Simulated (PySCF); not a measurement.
C4H6Si. Atoms are numbered in the order given.

```xyz
11

C      0.0000    -0.7406    -1.2943
C      0.0000    -1.3581    -0.0870
Si     0.0000     0.0000     1.2060
C      0.0000     1.3581    -0.0870
C      0.0000     0.7406    -1.2943
H      0.0000    -1.2809    -2.2497
H      0.0000    -2.4467     0.0109
H     -1.2102     0.0000     2.0848
H      1.2102     0.0000     2.0848
H      0.0000     2.4467     0.0109
H      0.0000     1.2809    -2.2497
```

Geometry: r2SCAN-D4/def2-SVP.

These are PBE/pcSseg-1 (PySCF) values and carry that method's errors.

GIAO shieldings, no solvent; atoms alike by connectivity are averaged. δ = σ(ref) − σ: ¹³C against TMS (σ = 182.0 ppm); ²⁹Si against TMS (σ = 335.4 ppm); ¹H against TMS (σ = 31.49 ppm), references at their B3LYP-D3(BJ)/def2-TZVP geometries, non-relativistic.

Computed chemical shifts:
| nucleus | atoms | count | δ (ppm) |
|---|---|---|---|
| ¹³C | C1, C5 | 2 | 159.4 |
| ¹³C | C2, C4 | 2 | 134.8 |
| ²⁹Si | Si3 | 1 | -45.2 |
| ¹H | H6, H11 | 2 | 7.61 |
| ¹H | H7, H10 | 2 | 6.64 |
| ¹H | H8, H9 | 2 | 5.03 |
